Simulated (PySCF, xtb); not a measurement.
C4H10BN, SMILES C(B(N)C)(C)=C.

GFN2-xTB (xtb) at its own geometry gives an orbital gap of 4.52 eV and a dipole moment of 1.53 D.

Coordinates come from a TPSSh-D3(BJ)/def2-SVP optimisation. This is a generated structure with no PubChem entry under its InChIKey; it may be hypothetical. Other conformers were not sampled.

### Question
What does PBE/def2-TZVP (PySCF) give? (Estimate from the structure and the level; the computed values follow.)

### Answer
gap 4.71 eV (levels -5.91 and -1.21 eV), dipole 1.22 D.
